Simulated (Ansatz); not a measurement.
The same atomization along the group O, S, Se.

Gas-phase electronic energies from Ansatz, PBE0-D4/def2-TZVP geometries. CCSD(T)/CBS is the MP2 limit (def2-TZVPP, def2-QZVPP) plus CCSD(T) − MP2 in def2-TZVPP, frozen cores. This one scheme is used for every species, atoms too. DFT in def2-TZVPP. No spin–orbit coupling; open shells (•) take unrestricted orbitals. Spin–orbit coupling would lower the free atoms: a little for O, S; clearly for Ge, Se. Bonds to Ge, Se are less sure, by a few kJ/mol each and by 10 to 20 or more in all where they break to atoms, as the def2 sets lack core-valence functions. Scalar relativity is left out up to krypton.

```tsv
reaction	HF/CBS(def2) (kcal/mol)	B2PLYP (kcal/mol)	PBE0-D4 (kcal/mol)	CCSD(T)/CBS(def2) (kcal/mol)
`[O][GeH3]`• → Ge• + 3 H• + O•	208.4	292.2	290.9	297.2
`[S][GeH3]`• → Ge• + 3 H• + S•	205.3	277.5	279.3	283.5
`[GeH3][Se]`• → Ge• + 3 H• + Se•	199.3	271.4	272.6	277.7
```

Largest T1 diagnostic: 0.015, for `[O][GeH3]`•.

For atomizations the MP2-based limit and the directly extrapolated one differ by several kJ/mol either way, and by 10 to 25 for some Ge, Se and Sn compounds, so smaller differences from it don't rank the levels.
